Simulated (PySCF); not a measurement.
Atoms are numbered as in `[cH:1]1[cH:2][cH:3][c:4]2[c:5]([cH:6]1)[CH2:7][CH2:8][CH2:9][NH:10]2` (H(Xn): hydrogen on atom n).

- geometry: GFN2-xTB
- NMR shieldings at PBE0/pcSseg-1/GIAO
- code: PySCF
- one averaged value for each set of equivalent atoms, single conformer, gas phase, non-relativistic

Chemical shifts δ = σref − σ; $^{13}$C and $^{1}$H vs TMS; $^{15}$N against NH3, all at this level.

```tsv
atoms	nucleus	count	Hirshfeld charge	δ (ppm)
C3	$^{13}$C	1	-0.08	?
C6	$^{13}$C	1	-0.06	135.4
C1	$^{13}$C	1	-0.08	121.6
C4	$^{13}$C	1	0.04	148.8
C9	$^{13}$C	1	-0.02	45.6
H(C1)	$^{1}$H	1	0.04	6.81
N10	$^{15}$N	1	-0.13	86.1
C5	$^{13}$C	1	-0.02	?
C8	$^{13}$C	1	-0.07	?
H(N10)	$^{1}$H	1	0.13	3.26
H(C7)	$^{1}$H	2	0.04	2.84
H(C8)	$^{1}$H	2	0.04	?
C7	$^{13}$C	1	-0.07	?
C2	$^{13}$C	1	-0.06	132.7
H(C2)	$^{1}$H	1	0.05	7.22
H(C3)	$^{1}$H	1	0.04	6.50
H(C9)	$^{1}$H	2	0.04	?
H(C6)	$^{1}$H	1	0.05	7.20
```

Question: Estimate the values marked ?.

Answer: 
- C5: 122.9 ppm, substituted aromatic carbon
- C3: 117.6 ppm, aromatic CH; resonance donation from the substituent shields this position
- C7: 31.4 ppm, sp3 CH2 on an aromatic ring; saturated and bonded to C and H only
- C8: 26.0 ppm, sp3 CH2 in a ring; aliphatic region, no heteroatom directly attached
- H(C9): 3.39 ppm, hydrogen on an sp3 CH2 bonded to N; its carbon carries N, which withdraws density
- H(C8): 1.94 ppm, hydrogen on an sp3 CH2 in a ring

The OH or NH signal is concentration- and solvent-dependent in practice; the value given is the gas-phase one. Shifts are as computed. Against solution values, carbons near 30 ppm lie about +3 ppm off and those near 130 ppm about +5 ppm. Of 1211 compounds with measured shifts, 218 miss one by over three times the rms of a fit or turn the order of signals round; such compounds aren't used in these exercises. Experimental scales use liquid or dissolved standards, which lie at an offset from isolated NH3 (liquid NH3: subtract about 20 ppm).
